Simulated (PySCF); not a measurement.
C₆H₁₄O.
SMILES: `CCCCCCO`

The closed-shell ground state was solved at several levels (PySCF, density fitting, gas phase, non-relativistic). Geometry: PBE0-D3(BJ)/def2-SVP, one conformer, isolated molecule.

```csv
level,basis functions,total energy (Eh),HOMO (eV),LUMO (eV),gap (eV),dipole (D)
PBE0/aug-cc-pVDZ,287,-311.9567,-7.75,-0.12,7.63,1.74
PBE0/STO-3G,49,-308.0889,-4.06,9.14,13.20,1.40
"PBE0/6-311+G(2d,p)",273,-312.0107,-7.77,0.29,8.06,1.80
CAM-B3LYP/pcSseg-1,189,-312.0865,-9.13,2.21,11.34,1.78
BHandHLYP/def2-SVPD,255,-311.8875,-9.39,1.13,10.52,1.87
PBE0/def2-TZVP,301,-312.0330,-7.72,1.02,8.74,1.70
CAM-B3LYP/def2-SVPD,255,-311.9146,-9.31,1.27,10.58,1.86
PBE0/6-31G*,126,-311.9060,-7.37,2.55,9.92,1.71
OPBE/pcSseg-1,189,-312.1145,-5.94,0.76,6.70,1.62
B97-D/pcSseg-1,189,-312.0220,-6.03,0.65,6.68,1.66
PBE/pcSseg-1,189,-311.8329,-5.98,0.51,6.49,1.64
```

Question: Estimate the row for HF/def2-SVPD, a basis of 255 functions; the other rows only guide the guess.

Answer: Total energy -310.0111 Eh, HOMO -11.77 eV, LUMO 2.73 eV, gap 14.50 eV, dipole 1.92 D.

Question: Over all these levels, which gives the widest orbital gap and which the narrowest?

Answer: HF/def2-SVPD (Hartree–Fock, all exact exchange) has the widest, 14.50 eV, and PBE/pcSseg-1 (GGA) the narrowest, 6.49 eV. Functional and basis both differ between the two, so the spread mixes both effects. The HOMO need not be the same orbital at Hartree–Fock and at DFT levels.

Question: How much does the basis alone move the frontier levels among the 5 PBE0 rows?

Answer: The HOMO by 3.71 eV and the LUMO by 9.26 eV. By rising basis size (HOMO, LUMO in eV): STO-3G -4.06, 9.14; 6-31G* -7.37, 2.55; 6-311+G(2d,p) -7.77, 0.29; aug-cc-pVDZ -7.75, -0.12; def2-TZVP -7.72, 1.02.

Question: How far do the dipole and the HOMO energy spread over the levels?

Answer: The dipole runs from 1.40 to 1.92 D (mean 1.73 D) and the HOMO from -11.77 to -4.06 eV.

The pairwise dispersion term of B97-D wasn't added to the energies; at a given geometry it leaves orbitals and properties as they are.
